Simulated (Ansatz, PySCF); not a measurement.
H₈OSi₃, SMILES [SiH3]O[SiH2][SiH3]. Atoms are numbered in the order given.

```xyz
12

Si     1.7505     1.1387     0.6002
O      1.1876    -0.2873    -0.0406
Si    -0.1447    -1.0762    -0.6621
Si    -2.1317    -0.0231     0.0408
H      2.4023     1.9535    -0.4593
H      2.7374     0.8285     1.6649
H      0.6179     1.9150     1.1813
H     -0.0721    -1.0794    -2.1509
H     -0.1129    -2.4883    -0.1934
H     -2.1876     1.3789    -0.4628
H     -3.3110    -0.7667    -0.4887
H     -2.2117     0.0058     1.5288
```
Charge 0, spin multiplicity 1.

Coordinates come from a TPSSh-D3(BJ)/def2-SVP optimisation. The values are those of a single conformer.

Vertical ionisation energy (IE) and electron affinity (EA) in eV. Rows of orbital energies are one-electron estimates. Where ΔSCF, EOM or ADC give a negative EA the extra electron is unbound and the value depends on the basis.

```tsv
level	IE	EA
−ε(HOMO), −ε(LUMO), M06-2X/def2-TZVP (PySCF)	9.02	-0.19
−ε(HOMO), −ε(LUMO), PBE/def2-TZVP (PySCF)	___	___
ΔSCF, CAM-B3LYP/def2-SVPD (Ansatz), final states of multiplicity 2 and 2	10.02	-1.06
ΔSCF, PBE/def2-SVPD (Ansatz), final states of multiplicity 2 and 2	9.48	-0.61
```

Complete the blanks. (The exact figures need the calculation; the answer reports its results.)


- −ε(HOMO), −ε(LUMO), PBE/def2-TZVP (PySCF), IE: 6.77
- −ε(HOMO), −ε(LUMO), PBE/def2-TZVP (PySCF), EA: 1.51

What vertical singlet–triplet gap does ΔSCF give with CAM-B3LYP/def2-SVPD (Ansatz, an electronic-structure program) and with PBE/def2-SVPD (Ansatz)? (The exact figures need the calculation; the answer reports its results.)

5.82 and 5.09 eV (triplet above singlet where positive).
